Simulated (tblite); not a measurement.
Compound: C8H14FN.
SMILES with atom numbers: `[CH3:1][CH:2]([CH3:3])[C@@H:4]1[N:5]=[CH:6][C@H:7]([CH3:8])[C@H:9]1[F:10]` (hydrogens: H11, H12, H13 on C1; H14 on C2; H15, H16, H17 on C3; H18 on C4; H19 on C6; H20 on C7; H21, H22, H23 on C8; H24 on C9)

Computed geometry: GFN2-xTB, gas phase.

Q: Give the optimised bond lengths and angles.

A: 
| bond | length (bohr) | order |
| --- | --- | --- |
| C1–C2 | 2.884 | single |
| C2–C3 | 2.885 | single |
| C2–C4 | 2.903 | single |
| C4–N5 | 2.731 | single |
| N5=C6 | 2.374 | double |
| C6–C7 | 2.846 | single |
| C7–C8 | 2.882 | single |
| C7–C9 | 2.904 | single |
| C9–F10 | 2.606 | single |
| C4–C9 | 2.933 | single |
| C1–H11, C1–H12, C1–H13 | 2.054 | single |
| C2–H14 | 2.073 | single |
| C3–H15, C3–H16, C3–H17 | 2.055 | single |
| C4–H18 | 2.072 | single |
| C6–H19 | 2.038 | single |
| C7–H20 | 2.070 | single |
| C8–H21, C8–H22, C8–H23 | 2.056 | single |
| C9–H24 | 2.068 | single |

Bonds in one row agree within 0.02 bohr and their mean is given. Orders are formal, as drawn. A selection of angles:
| angle | degrees |
| --- | --- |
| C1–C2–C3 | 110.4 |
| C1–C2–C4 | 109.8 |
| C3–C2–C4 | 110.7 |
| C2–C4–N5 | 110.9 |
| C2–C4–C9 | 114.2 |
| N5–C4–C9 | 106.2 |
| C4–N5–C6 | 110.9 |
| N5–C6–C7 | 116.7 |
| C6–C7–C8 | 112.6 |
| C6–C7–C9 | 101.1 |
| C8–C7–C9 | 114.5 |
| C7–C9–F10 | 111.1 |
| C4–C9–C7 | 104.9 |
| C4–C9–F10 | 110.7 |

Torsions: C1–C2–C4–N5 -52° (synclinal); C2–C4–N5–C6 -127° (anticlinal); C4–N5–C6–C7 0° (synperiplanar); N5–C6–C7–C8 125° (anticlinal); C6–C7–C9–F10 -123° (anticlinal); C2–C4–C9–C7 126° (anticlinal).

The 2 C–N bonds span 1.256 Å (N5=C6, drawn double) to 1.445 Å (C4–N5, drawn single), a spread of 0.189 Å. Of the pairs four or more bonds apart, N5···H12 is among the closest relative to their van der Waals radii: 2.46 Å, 89 % of the sum of Bondi's values. The 5-membered ring C4–N5–C6–C7–C9 has internal angles of 101.1° to 116.7° (sum 540°, against 540° for a flat polygon); it is almost planar, 0.02 Å rms from its mean plane, widest ring torsion 4°. N5 (imine nitrogen) is bent (angle 110.9°). The C–C distances run from 1.506 Å (C6–C7, drawn single) to 1.552 Å (C4–C9, drawn single), a spread of 0.046 Å.

Point group: C1 (no symmetry element, even within 0.4 Å). Its GFN2-xTB frequencies are all real (lowest 29 cm⁻¹). One conformer, not necessarily the lowest.

Time: 2.4 s wall. Hardware: one thread, Intel Xeon at 2.70 GHz (x86_64), no GPU (shared host). That covers the optimisation of the geometry.
